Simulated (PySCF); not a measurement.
## Ionisation energy of Ga¹⁹⁺ by level of theory

Ga¹⁹⁺ [Ne] 3s2 → Ga²⁰⁺ [Ne] 3s1 [3s1/2^1, M_J = 1/2], as a difference of total energies. Calculation: PySCF 2.14, in an uncontracted even-tempered set (19 s from 2.1 bohr⁻², ratio 2.4; 13 p from 2.7 bohr⁻², ratio 2.4; 5 d from 9.5 bohr⁻², ratio 2.6; 4 f from 14 bohr⁻², ratio 2.6); the two-component X2C-1e Hamiltonian. Correlated levels: 1s2 frozen; the 52 highest virtual spinors dropped. "Screened" scales the spin-orbit matrix elements by Boettger's factors to mimic the two-electron term; Breit and QED terms are absent.

| method | ionisation energy (eV) |
| --- | --- |
| GHF (screened spin-orbit) | 761.53 |
| GMP2 (screened spin-orbit) | 764.13 |

**Question.** How much does correlation contribute at GMP2 (screened spin-orbit)?

**Answer.** 764.13 − (761.53) = 2.60 eV, measured against GHF (screened spin-orbit).

Breit and QED terms and the two-electron picture change are absent.

For comparison: 765.7 ± 0.9 eV (semi-empirical (NIST evaluation); NIST Atomic Spectra Database, ionization energies).
